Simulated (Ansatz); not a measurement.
Reaction (formal exchange of groups at the Si–O bond): `N[Si](O)(Cl)Cl` + CH₄ → `C[Si](N)(Cl)Cl` + H₂O

Computed with Ansatz on PBE0-D4/def2-TZVP structures; ΔE is electronic, products minus reactants. CCSD(T)/CBS adds triple-zeta CCSD(T) − MP2 to the extrapolated MP2 energy (def2 sets, frozen cores). This one scheme is used for every species. Functionals use def2-TZVPP. Each species was taken in one conformer, which may not be the lowest.

`N[Si](O)(Cl)Cl`:

Z-matrix (Å, degrees):
```
Si
O 1 1.625
Cl 1 2.039 2 103.8
N 1 1.692 2 111.4 3 124.8
Cl 1 2.043 2 112.5 3 -116.6
H 2 0.960 1 116.0 3 -177.1
H 4 1.008 1 119.8 2 -59.5
H 4 1.007 1 119.6 2 155.6
```

CH₄:

```xyz
5

C     0.000    0.000    0.000
H    -1.006    0.357   -0.217
H     0.097   -0.185    1.069
H     0.726    0.752   -0.306
H     0.182   -0.925   -0.546
```

`C[Si](N)(Cl)Cl`:

```xyz
10

C     0.898   -0.252   -1.083
Si    0.105   -0.032    0.568
N    -1.561    0.263    0.428
Cl    0.290   -1.716    1.722
Cl    1.130    1.463    1.558
H     0.768    0.649   -1.688
H     0.447   -1.096   -1.607
H     1.969   -0.432   -0.970
H    -2.158    0.138    1.230
H    -1.888    1.016   -0.158
```

H₂O:

Z-matrix (Å, degrees):
```
O
H 1 0.960
H 1 0.960 2 105.1
```

| level | ΔE (kJ/mol) |
| --- | --- |
| r2SCAN-D4 | 107.8 |
| HF/def2-QZVPP | 120.7 |

What does CCSD(T)/CBS give? (Best estimate.)

Computed: +101.5 kJ/mol. The listed levels differ from it by 6.3, 19.2 kJ/mol.

Largest T1 diagnostic among the species: 0.010.

The D4 term adds −3.6 kJ/mol with B3LYP and −2.2 kJ/mol with PBE0; it sums over pairs of atoms, weighted by their polarisabilities, and B3LYP, whose exchange is more repulsive, gets the larger term. In def2-TZVPP, CCSD(T) changes the Hartree–Fock value by −16.1 kJ/mol (the triples alone add −1.7 kJ/mol) and MP2 by −16.2 kJ/mol.

B3LYP here is the variant with VWN-RPA as its local correlation; programs differ in this.
